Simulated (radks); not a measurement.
All-electron atom: Eu59+ in [He] 2s1.75 2p0.25 (fractional occupations, a model configuration). Method: Dirac Kohn-Sham, LDA (Slater exchange, Perdew-Wang correlation), spin-unpolarised, spherical densities, finite nucleus; open shells fill j = l - 1/2 first; Fermi nuclear charge, rms radius 5.1115 fm; computed with a radial shooting solver on a logarithmic mesh with Libxc functionals.

Normalised radial functions P(r) = r R(r) (large component), r in bohr:

r           2s1/2   2p1/2   2p3/2
0.002582   0.9895  0.1090  0.0440
0.003556   1.2262  0.1669  0.0796
0.004897   1.4765  0.2589  0.1423
0.006744   1.7040  0.4043  0.2505
0.009287   1.8430  0.6303  0.4314
0.01279    1.7912  0.9699  0.7214
0.01775    1.4033  1.4662  1.1712
0.02445    0.5797  2.0943  1.7757
0.03367   -0.6860  2.7888  2.4930
0.04637   -2.1472  3.3546  3.1496
0.06386   -3.2565  3.4953  3.4429
0.08794   -3.4055  2.9789  3.0842
0.1211    -2.4827  1.9206  2.1006
0.1668    -1.1733  0.8418  0.9811
0.2297    -0.3156  0.2167  0.2727
0.3163    -0.0398  0.0268  0.0371
0.4391    -0.0016  0.0011  0.0017
0.6046    0.0000  0.0000  0.0000

2s1/2: eigenvalue -13368.2 eV, 1 radial node at r = 0.0286 bohr, <r> = 0.0900 bohr, 90 % of the charge inside 0.139 bohr. 2p1/2: eigenvalue -13202.6 eV, 0 radial nodes, <r> = 0.0744 bohr, 90 % of the charge inside 0.122 bohr. 2p3/2 (empty): eigenvalue -12460.9 eV, 0 radial nodes, <r> = 0.0804 bohr, 90 % of the charge inside 0.129 bohr.
